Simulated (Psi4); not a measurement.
CH5NTe (SMILES C[Te]N), singlet, geometry from GFN2-xTB (core potentials on Te); PBE0/def2-TZVPPD (Psi4 1.11).

Here is a job for Psi4.
```
memory 2 GB

molecule mol {
0 1
Te    0.095049   -0.062731    0.367039
C     0.180361    1.647870   -0.964980
H    -0.813044    1.906612   -1.310615
H     0.818035    1.433381   -1.813880
H     0.592972    2.477015   -0.407373
N    -0.702389   -1.402912   -0.957249
H    -0.103160   -1.528468   -1.763124
H    -1.602776   -1.093379   -1.300421
}

set {
  basis def2-tzvppd
  reference rks
}

energy('pbe0')
print_variables()
```

Output, abridged:

```
   => Loading Basis Set <=

    Name: DEF2-TZVPPD
    Role: ORBITAL
    Keyword: BASIS

    !!!  WARNING: ECP capability is in beta. Please check occupations closely.  !!!

         ---------------------------------------------------------
                                   SCF
               by Justin Turney, Rob Parrish, Andy Simmonett
                          and Daniel G. A. Smith
                              RKS Reference
         ---------------------------------------------------------

  ==> Geometry <==

    Molecular point group: c1
    Full point group: C1

    Geometry (in Angstrom), charge = 0, multiplicity = 1:

       Center              X                  Y                   Z               Mass
    ------------   -----------------  -----------------  -----------------  -----------------
         TE           0.072932967719    -0.032910113768     0.267321096628   129.906222748000
         C            0.158244967719     1.677690886232    -1.064697903372    12.000000000000
         H           -0.835160032281     1.936432886232    -1.410332903372     1.007825032230
         H            0.795918967719     1.463201886232    -1.913597903372     1.007825032230
         H            0.570855967719     2.506835886232    -0.507090903372     1.007825032230
         N           -0.724505032281    -1.373091113768    -1.056966903372    14.003074004430
         H           -0.125276032281    -1.498647113768    -1.862841903372     1.007825032230
         H           -1.624892032281    -1.063558113768    -1.400138903372     1.007825032230

  Running in c1 symmetry.

  Rotational constants: A =      0.29590  B =      0.19930  C =      0.12421 [cm^-1]
  Rotational constants: A =   8870.96200  B =   5974.82841  C =   3723.70139 [MHz]
  Nuclear repulsion =  132.615929787293965

  Charge       = 0
  Multiplicity = 1
  Electrons    = 42
  Nalpha       = 21
  Nbeta        = 21

  ==> Algorithm <==

  SCF Algorithm Type is DF.
  DIIS enabled.
  MOM disabled.
  Fractional occupation disabled.
  Guess Type is SAD.
  Energy threshold   = 1.00e-06
  Density threshold  = 1.00e-06
  Integral threshold = 1.00e-12

  ==> Primary Basis <==

  Basis Set: DEF2-TZVPPD
    Blend: DEF2-TZVPPD
    Number of shells: 80
    Number of basis functions: 218
    Number of Cartesian functions: 245
    Spherical Harmonics?: true
    Max angular momentum: 3

  Core potential: DEF2-TZVPPD
    Number of shells: 4
    Number of ECP primitives: 18
    Number of ECP core electrons: 28
[...]
   @DF-RKS iter   4:  -363.80499097470448   -1.93411e-02   7.23228e-04 DIIS/ADIIS
   @DF-RKS iter   5:  -363.81514496213464   -1.01540e-02   1.67139e-04 DIIS/ADIIS
   @DF-RKS iter   6:  -363.81560832178440   -4.63360e-04   3.35568e-05 DIIS
   @DF-RKS iter   7:  -363.81563119995042   -2.28782e-05   1.34300e-05 DIIS
   @DF-RKS iter   8:  -363.81563533643470   -4.13648e-06   1.50720e-06 DIIS
   @DF-RKS iter   9:  -363.81563538884780   -5.24131e-08   4.01009e-07 DIIS
  Energy and wave function converged.

  ==> Post-Iterations <==

   Electrons on quadrature grid:
      Ntotal   =   41.9999841274 ; deviation = -1.587e-05

    Orbital Energies [Eh]
    ---------------------

    Doubly Occupied:

[...]
    Virtual:

[...]
    Final Occupation by Irrep:
              A
    DOCC [    21 ]
    NA   [    21 ]
    NB   [    21 ]

  @DF-RKS Final Energy:  -363.81563538884780

   => Energetics <=

    Nuclear Repulsion Energy =            132.6159297872939646
    One-Electron Energy =                -859.9416596346875394
    Two-Electron Energy =                 390.0622088491551835
    DFT Exchange-Correlation Energy =     -26.5521143906093471
    Empirical Dispersion Energy =           0.0000000000000000
    VV10 Nonlocal Energy =                  0.0000000000000000
    Total Energy =                       -363.8156353888477952

Computation Completed

Properties will be evaluated at   0.000000,   0.000000,   0.000000 [a0]

Properties computed using the SCF density matrix

 Multipole Moments:

 ------------------------------------------------------------------------------------
     Multipole            Electronic (a.u.)      Nuclear  (a.u.)        Total (a.u.)
 ------------------------------------------------------------------------------------

 L = 1.  Multiply by 2.5417464519 to convert [e a0] to [Debye]
 Dipole X            :          6.7680184           -6.7845464           -0.0165281
 Dipole Y            :         -5.1299510            5.6860540            0.5561030
 Dipole Z            :         26.7588789          -27.3353645           -0.5764856
 Magnitude           :                                                    0.8011613

 ------------------------------------------------------------------------------------

  Variable Map:
  ----------------------------------------------------------------------------
[...]
  Array Variable Map:
  ----------------------------------------------------------------------------
[...]
[...]
```
